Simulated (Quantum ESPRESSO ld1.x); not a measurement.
Q: All-electron atom: Nb4+ in [Kr] 4d0.75 5d0.25 (fractional occupations, a model configuration). Method: Dirac Kohn-Sham, LDA (Slater exchange, VWN5 correlation), spin-unpolarised, spherical densities, point nucleus; open shells fill j = l - 1/2 first; computed with ld1.x of Quantum ESPRESSO 7.5. Some entries of the table are withheld. Estimate them.

| orbital | occ. | eigenvalue (Ry) | <1/r> (bohr^-1) | <r> (bohr) |
|---|---|---|---|---|
| 1s1/2 | 2 | -1383.41 | 42.35 | 0.03613 |
| 2s1/2 | 2 | -196.655 | 9.613 | 0.1579 |
| 2p1/2 | 2 | -180.898 | (1) | 0.1347 |
| 2p3/2 | 4 | -173.872 | (2) | 0.1392 |
| 3s1/2 | 2 | -35.7659 | 3.271 | 0.4437 |
| 3p1/2 | 2 | -29.8319 | 3.172 | 0.4389 |
| 3p3/2 | 4 | -28.6908 | 3.066 | 0.4495 |
| 3d3/2 | 4 | -18.1749 | 2.874 | (3) |
| 3d5/2 | 6 | -17.9620 | 2.846 | (4) |
| 4s1/2 | 2 | -7.73875 | 1.207 | 1.132 |
| 4p1/2 | 2 | -6.03960 | 1.098 | (5) |
| 4p3/2 | 4 | -5.86813 | 1.070 | (6) |
| 4d3/2 | 0.75 | -3.32473 | 0.8254 | 1.586 |
| 4d5/2 | 0 | -3.30425 | 0.8197 | 1.596 |
| 5s1/2 | 0 | -2.66091 | 0.5120 | 2.590 |
| 5p1/2 | 0 | -2.19277 | 0.4550 | 2.910 |
| 5p3/2 | 0 | -2.15744 | 0.4469 | 2.957 |
| 5d3/2 | 0.25 | -1.48361 | (7) | 3.820 |
| 5d5/2 | 0 | -1.47887 | (8) | 3.833 |
| 4f5/2 | 0 | -1.40278 | 0.3983 | 3.017 |
| 4f7/2 | 0 | -1.40250 | 0.3981 | 3.019 |
| 6d3/2 | 0 | -0.85553 | 0.2135 | 6.559 |
| 6d5/2 | 0 | -0.85326 | 0.2129 | 6.576 |

A: 
(1) 2p1/2 <1/r> (bohr^-1): 9.596
(2) 2p3/2 <1/r> (bohr^-1): 9.159
(3) 3d3/2 <r> (bohr): 0.4307
(4) 3d5/2 <r> (bohr): 0.4342
(5) 4p1/2 <r> (bohr): 1.228
(6) 4p3/2 <r> (bohr): 1.254
(7) 5d3/2 <1/r> (bohr^-1): 0.3500
(8) 5d5/2 <1/r> (bohr^-1): 0.3487
